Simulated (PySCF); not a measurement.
## Zinc: a sound run and one with changed settings

Sound run: Zn⁺ [Ar] 3d10 4s1, Zn²⁺ [Ar] 3d10. Calculation: PySCF 2.14, in x2c-SVPall (5s3p3d1f, 36 functions); the spin-free X2C one-electron Hamiltonian (Gaussian nucleus). The sound run starts from symmetry-adapted Hartree-Fock orbitals and uses a fine grid where one is needed.

Changed run: initial guess 1e, at most 50 SCF cycles, level shift 10.0 hartree.

```tsv
species	method	sound run (hartree)	changed run (hartree)	converged
Zn⁺	UHF	-1793.65477	-1793.15281	no
Zn⁺	M06-L	-1795.16323	-1794.04843	no
Zn⁺	PBE	-1794.98241	-1794.46874	no
Zn²⁺	UHF	-1793.03597	-1793.03597	no
Zn²⁺	M06-L	-1794.50382	-1794.50279	no
Zn²⁺	PBE	-1794.29904	-1794.29893	no
```

A level shift slows the SCF but leaves a converged energy unchanged.
